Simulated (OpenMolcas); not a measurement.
A calculation on Mn3+.

```
Program             : OpenMolcas 26.06
Method              : MS-CASPT2, IPEA 0.25 Eh, imaginary shift 0.1 Eh (closed shells correlated: 3s 3p)
Basis               : ANO-RCC-VTZP [6s5p3d2f1g]
Scalar Hamiltonian  : DKH2, point nucleus
Active space        : 4 electrons in 10 orbitals (3d 4d)
State averaging     : 2S+1 = 5 even, 5 roots; 2S+1 = 3 even, 45 roots; 2S+1 = 1 even, 44 roots
Spin-orbit coupling : RASSI with atomic mean-field integrals over the reference wave functions, term energies averaged over their components
```

Q: Which level of the active space comes out lowest?

A: 3d⁴ ⁵D₀, with 100 % of that term; it is also the measured ground level.

Q: How high does 3d⁴ ³F₃(1) lie?

A: 23430 cm⁻¹ above the lowest level; measured 22862 cm⁻¹ above the ground level, so the calculation is off by +2 %.

Q: How high does 3d⁴ ³P₁(1) lie?

A: 21750 cm⁻¹ above the lowest level; measured 21279 cm⁻¹ above the ground level, so the calculation is off by +2 %.

Q: How high does 3d⁴ ³H₆ lie?

A: 22240 cm⁻¹ above the lowest level; measured 21679 cm⁻¹ above the ground level, so the calculation is off by +3 %.

Measured values: Corliss and Sugar, J. Phys. Chem. Ref. Data 6, 1253 (1977).

CASPT2 breaks the degeneracy within a term, and the mean is taken; among the terms shown or strongly mixed into the levels shown the widest spread is 210 cm-1 (3d⁴ ³H). Active for correlation alone: 4d; no level in the range computed is led by a configuration that fills it, so any true level of that kind is missing. Computed and measured levels are paired by configuration, term and J; levels that our copy of the source lacks, or whose pairing is in doubt (as where it misses far off the trend of its configuration), stay unpaired and out of the deviations. Levels of configurations outside the active space are missing.

A number in round brackets counts repeated terms of one configuration in the order of the reference energies.
